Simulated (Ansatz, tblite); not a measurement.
Removing an electron: BMe2Cl (C2H6BCl). Charge 0, multiplicity 1. Geometry: PBE-D4/def2-SVP. Ansatz, gas phase; energy differences of separate SCF runs; the oxidised species was run as a doublet alone.

```xyz
10

B    -0.304   -0.442    0.020
C     0.936   -0.349    0.977
H     0.593    0.186    1.894
H     1.754    0.270    0.555
H     1.333   -1.327    1.309
C    -0.703    0.686   -0.994
H    -0.113    0.505   -1.923
H    -0.409    1.697   -0.643
H    -1.770    0.683   -1.288
Cl   -1.317   -1.909    0.093
```

The xTB rows come from tblite.

```json
{"level": "GFN1-xTB", "−HOMO (eV)": "12.14", "vertical IE (eV)": "15.04", "−LUMO (eV)": "7.11", "HOMO–LUMO gap (eV)": "5.02"}
{"level": "GFN2-xTB", "−HOMO (eV)": "10.86", "vertical IE (eV)": "14.02", "−LUMO (eV)": "6.59", "HOMO–LUMO gap (eV)": "4.28"}
{"level": "PBE-D4/def2-TZVP", "−HOMO (eV)": "6.91", "vertical IE (eV)": "10.18", "−LUMO (eV)": "1.73", "HOMO–LUMO gap (eV)": "5.18"}
{"level": "r2SCAN-D4/def2-TZVP", "−HOMO (eV)": "7.21", "vertical IE (eV)": "10.33", "−LUMO (eV)": "1.35", "HOMO–LUMO gap (eV)": "5.86"}
{"level": "PBE0-D4/def2-TZVP", "−HOMO (eV)": "8.29", "vertical IE (eV)": "10.53", "−LUMO (eV)": "0.73", "HOMO–LUMO gap (eV)": "7.56"}
```

  Raw xTB energy differences between charge states are shifted by several eV; the methods need an empirical correction for them.
